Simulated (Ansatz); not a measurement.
Input for Ansatz (a first-principles code): R-B3LYP-D3(BJ)/def2-TZVP on propylene glycol (SMILES CC(O)CO).

Ansatz 0.2 input:
```yaml
crystal:
  periodic: [false, false, false]
  atoms:
    - {symbol: C, position_ang: [-1.46927606, -0.34041498, -0.22616670]}
    - {symbol: C, position_ang: [-0.13105182, 0.39026072, -0.26341307]}
    - {symbol: O, position_ang: [0.17104927, 1.00083521, 0.98157124]}
    - {symbol: C, position_ang: [1.02872012, -0.57183671, -0.55006597]}
    - {symbol: O, position_ang: [2.25277419, 0.10532623, -0.63543719]}
    - {symbol: H, position_ang: [-2.27960996, 0.35832138, -0.02415970]}
    - {symbol: H, position_ang: [-1.45689521, -1.09586066, 0.55622911]}
    - {symbol: H, position_ang: [-1.65852245, -0.82388097, -1.18002725]}
    - {symbol: H, position_ang: [-0.14898432, 1.16135728, -1.05081276]}
    - {symbol: H, position_ang: [-0.56866599, 1.55793212, 1.24333437]}
    - {symbol: H, position_ang: [1.05924817, -1.32829033, 0.24743337]}
    - {symbol: H, position_ang: [0.87755054, -1.06893319, -1.50994266]}
    - {symbol: H, position_ang: [2.32366350, 0.65518391, 0.15510196]}
basis:
  gaussian:
    orbitals: def2-TZVP
hamiltonian:
  xc: b3lyp
  dispersion: d3bj
relax: {f_tol: 0.003, max_steps: 120}
scf: {lower_state_search: off}
```

The log:

```
WARN ansatz: RAYON_NUM_THREADS=6 ignored (pool sized by the plan → 6); use --threads N
Functional definition: B3LYP
these checks for a lower state are left out or cut short: stability, starts, cluster_reference, orbital_swaps, neighbouring_geometries, increment
integrals: 0.11 GiB planned
1194 factors; their error is unknown
mean field: 1.08 GiB planned
mean field evaluation 1: about -7327.1361 eV, gradient 7.7e1 eV
mean field evaluation 2: about -7316.9053 eV, gradient 1.1e2 eV
mean field evaluation 4: about -7338.5936 eV, gradient 5.4e0 eV
mean field evaluation 8: about -7338.6538 eV, gradient 5.6e-2 eV
mean field evaluation 16: about -7338.6324 eV, gradient 1.0e-4 eV
mean field -7338.63243161 eV, -269.6897675579 hartree, gradient 8.8e-6 eV, S^2 0.000000; 0 other end points of the search recorded, 0 dependent functions left out
the calculation of the forces begins
reference -7338.63270547 eV, -269.6897776221 hartree; 21, 21 occupied and 182, 182 virtual orbitals, 1194 factors
relax step   1: F+E_penalty+E_count = -7339.01695853 eV  Δ(F+E_penalty+E_count) = +0.000e0 eV  max|allowed force component| = 5.050e-1 eV/Å  Δτ_max = 0.0000 Å  (19 SCF iters, accepted)
these checks for a lower state are left out or cut short: stability, starts, cluster_reference, orbital_swaps, neighbouring_geometries, increment
integrals: 0.11 GiB planned
1194 factors; their error is unknown
mean field: 1.08 GiB planned
mean field -7338.64814162 eV, -269.6903448902 hartree, gradient 2.0e-6 eV, S^2 0.000000; 0 other end points of the search recorded, 0 dependent functions left out
the calculation of the forces begins
reference -7338.64841571 eV, -269.6903549629 hartree; 21, 21 occupied and 182, 182 virtual orbitals, 1194 factors
relax step   2: F+E_penalty+E_count = -7339.03206362 eV  Δ(F+E_penalty+E_count) = -1.511e-2 eV  max|allowed force component| = 2.932e-1 eV/Å  Δτ_max = 0.0382 Å  (21 SCF iters, accepted)
these checks for a lower state are left out or cut short: stability, starts, cluster_reference, orbital_swaps, neighbouring_geometries, increment
integrals: 0.11 GiB planned
1194 factors; their error is unknown
mean field: 1.07 GiB planned
mean field evaluation 32: about -7338.6720 eV, gradient 1.0e-2 eV
mean field -7338.65257497 eV, -269.6905078128 hartree, gradient 2.0e-6 eV, S^2 0.000000; 0 other end points of the search recorded, 0 dependent functions left out
the calculation of the forces begins
reference -7338.65284890 eV, -269.6905178796 hartree; 21, 21 occupied and 182, 182 virtual orbitals, 1194 factors
relax step   3: F+E_penalty+E_count = -7339.03658505 eV  Δ(F+E_penalty+E_count) = -4.521e-3 eV  max|allowed force component| = 6.916e-2 eV/Å  Δτ_max = 0.0394 Å  (21 SCF iters, accepted)
these checks for a lower state are left out or cut short: stability, starts, cluster_reference, orbital_swaps, neighbouring_geometries, increment
integrals: 0.11 GiB planned
1194 factors; their error is unknown
mean field: 1.08 GiB planned
mean field -7338.65062818 eV, -269.6904362695 hartree, gradient 2.0e-6 eV, S^2 0.000000; 0 other end points of the search recorded, 0 dependent functions left out
the calculation of the forces begins
reference -7338.65090150 eV, -269.6904463140 hartree; 21, 21 occupied and 182, 182 virtual orbitals, 1194 factors
relax step   4: F+E_penalty+E_count = -7339.03502156 eV  Δ(F+E_penalty+E_count) = +1.563e-3 eV  max|allowed force component| = 3.893e-1 eV/Å  Δτ_max = 0.0660 Å  (20 SCF iters, rejected (line search))
these checks for a lower state are left out or cut short: stability, starts, cluster_reference, orbital_swaps, neighbouring_geometries, increment
integrals: 0.11 GiB planned
1194 factors; their error is unknown
mean field: 1.08 GiB planned
mean field -7338.65457402 eV, -269.6905812765 hartree, gradient 2.0e-6 eV, S^2 0.000000; 0 other end points of the search recorded, 0 dependent functions left out
the calculation of the forces begins
reference -7338.65484777 eV, -269.6905913366 hartree; 21, 21 occupied and 182, 182 virtual orbitals, 1194 factors
relax step   5: F+E_penalty+E_count = -7339.03855703 eV  Δ(F+E_penalty+E_count) = -1.972e-3 eV  max|allowed force component| = 3.102e-2 eV/Å  Δτ_max = 0.0315 Å  (21 SCF iters, accepted)
these checks for a lower state are left out or cut short: stability, starts, cluster_reference, orbital_swaps, neighbouring_geometries, increment
integrals: 0.11 GiB planned
1194 factors; their error is unknown
mean field: 1.08 GiB planned
mean field -7338.65612873 eV, -269.6906384110 hartree, gradient 2.0e-6 eV, S^2 0.000000; 0 other end points of the search recorded, 0 dependent functions left out
the calculation of the forces begins
reference -7338.65640253 eV, -269.6906484732 hartree; 21, 21 occupied and 182, 182 virtual orbitals, 1194 factors
relax step   6: F+E_penalty+E_count = -7339.03998127 eV  Δ(F+E_penalty+E_count) = -1.424e-3 eV  max|allowed force component| = 2.352e-2 eV/Å  Δτ_max = 0.0621 Å  (20 SCF iters, accepted)
these checks for a lower state are left out or cut short: stability, starts, cluster_reference, orbital_swaps, neighbouring_geometries, increment
integrals: 0.11 GiB planned
1194 factors; their error is unknown
mean field: 1.08 GiB planned
mean field evaluation 64: about -7338.6565 eV, gradient 1.1e-6 eV
mean field -7338.65652992 eV, -269.6906531545 hartree, gradient 2.1e-6 eV, S^2 0.000000; 0 other end points of the search recorded, 0 dependent functions left out
the calculation of the forces begins
reference -7338.65680354 eV, -269.6906632097 hartree; 21, 21 occupied and 182, 182 virtual orbitals, 1194 factors
relax step   7: F+E_penalty+E_count = -7339.04038375 eV  Δ(F+E_penalty+E_count) = -4.025e-4 eV  max|allowed force component| = 1.248e-2 eV/Å  Δτ_max = 0.0268 Å  (21 SCF iters, accepted)
these checks for a lower state are left out or cut short: stability, starts, cluster_reference, orbital_swaps, neighbouring_geometries, increment
integrals: 0.11 GiB planned
1194 factors; their error is unknown
mean field: 1.08 GiB planned
mean field -7338.65653547 eV, -269.6906533585 hartree, gradient 2.1e-6 eV, S^2 0.000000; 0 other end points of the search recorded, 0 dependent functions left out
the calculation of the forces begins
reference -7338.65680895 eV, -269.6906634088 hartree; 21, 21 occupied and 182, 182 virtual orbitals, 1194 factors
relax step   8: F+E_penalty+E_count = -7339.04043421 eV  Δ(F+E_penalty+E_count) = -5.047e-5 eV  max|allowed force component| = 1.887e-2 eV/Å  Δτ_max = 0.0101 Å  (21 SCF iters, accepted)
these checks for a lower state are left out or cut short: stability, starts, cluster_reference, orbital_swaps, neighbouring_geometries, increment
integrals: 0.11 GiB planned
1194 factors; their error is unknown
mean field: 1.08 GiB planned
mean field -7338.65659577 eV, -269.6906555745 hartree, gradient 2.1e-6 eV, S^2 0.000000; 0 other end points of the search recorded, 0 dependent functions left out
the calculation of the forces begins
reference -7338.65686925 eV, -269.6906656245 hartree; 21, 21 occupied and 182, 182 virtual orbitals, 1194 factors
relax step   9: F+E_penalty+E_count = -7339.04044564 eV  Δ(F+E_penalty+E_count) = -1.142e-5 eV  max|allowed force component| = 5.549e-3 eV/Å  Δτ_max = 0.0015 Å  (22 SCF iters, accepted)
these checks for a lower state are left out or cut short: stability, starts, cluster_reference, orbital_swaps, neighbouring_geometries, increment
integrals: 0.11 GiB planned
1194 factors; their error is unknown
mean field: 1.08 GiB planned
mean field -7338.65659078 eV, -269.6906553912 hartree, gradient 2.1e-6 eV, S^2 0.000000; 0 other end points of the search recorded, 0 dependent functions left out
the calculation of the forces begins
reference -7338.65686426 eV, -269.6906654414 hartree; 21, 21 occupied and 182, 182 virtual orbitals, 1194 factors
relax step  10: F+E_penalty+E_count = -7339.04044899 eV  Δ(F+E_penalty+E_count) = -3.356e-6 eV  max|allowed force component| = 5.224e-4 eV/Å  Δτ_max = 0.0008 Å  (22 SCF iters, accepted)
Total energy: -7339.04072247 eV, -269.7047719704 hartree
Atom 0 at    -1.475103    -0.365557    -0.225766 Å, force    -0.000200    -0.000212    -0.000098 eV/Å
Atom 1 at    -0.143045     0.364704    -0.261588 Å, force     0.000518    -0.000079     0.000123 eV/Å
Atom 2 at     0.164900     0.964197     1.006764 Å, force     0.000000    -0.000192    -0.000522 eV/Å
Atom 3 at     1.022366    -0.565028    -0.551828 Å, force    -0.000175     0.000086    -0.000048 eV/Å
Atom 4 at     2.254747     0.129517    -0.594305 Å, force    -0.000134     0.000030    -0.000195 eV/Å
Atom 5 at    -2.290585     0.323346     0.004416 Å, force    -0.000046     0.000130    -0.000043 eV/Å
Atom 6 at    -1.462419    -1.145034     0.537946 Å, force     0.000137     0.000104     0.000045 eV/Å
Atom 7 at    -1.691530    -0.825578    -1.192487 Å, force    -0.000152    -0.000147    -0.000083 eV/Å
Atom 8 at    -0.158693     1.143368    -1.034128 Å, force     0.000123    -0.000008     0.000294 eV/Å
Atom 9 at    -0.438697     1.696657     1.165301 Å, force    -0.000026     0.000174     0.000295 eV/Å
Atom 10 at     1.040309    -1.355475     0.210959 Å, force    -0.000140     0.000081     0.000041 eV/Å
Atom 11 at     0.887205    -1.034850    -1.527004 Å, force     0.000143    -0.000050     0.000076 eV/Å
Atom 12 at     2.290546     0.669733     0.205365 Å, force    -0.000047     0.000083     0.000117 eV/Å
Dipole moment:    -0.529148     0.150161     0.056621 e Å
Checks for a lower state left out: stability, starts, cluster_reference, orbital_swaps, neighbouring_geometries, increment
```

Self-consistency was reached.

Cost: around 90 core-seconds (rough).
